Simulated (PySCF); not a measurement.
# Excitation energy of Sn²⁺ by level of theory

Sn²⁺ [Kr] 4d10 5s2 (1S) → Sn²⁺ [Kr] 4d9 5s2 6s1, s spin flipped, as a difference of total energies. Computed with PySCF 2.14 in aug-cc-pwCVTZ-DK3, with the spin-free X2C one-electron Hamiltonian (Gaussian nucleus). Correlated levels: valence and next inner shell: [Ar] 3d10 frozen. The calculations carry no spin-orbit coupling.

| method | excitation energy (eV) |
| --- | --- |
| UHF | 37.169 |
| PBE | 37.662 |
| PBE0 | 37.834 |
| r2SCAN | 38.151 |
| BHandHLYP | 37.821 |
| BP86 | 37.715 |
| TPSS | 37.696 |
| MP2 (valence and next inner shell) | 38.218 |
| SCS-MP2 (valence and next inner shell) | 38.046 |

How much does correlation contribute at MP2 (valence and next inner shell)?

38.218 − (37.169) = 1.049 eV, measured against UHF.

The upper determinant mixes two multiplicities, so it lies between the two terms.

The upper state lies above the first ionisation limit, where it may autoionise and the basis confines it. A Rydberg-like electron needs more diffuse functions than a valence basis has.

The promoted electron is Rydberg-like, and one or two diffuse shells describe it only roughly, which tends to raise the upper state.
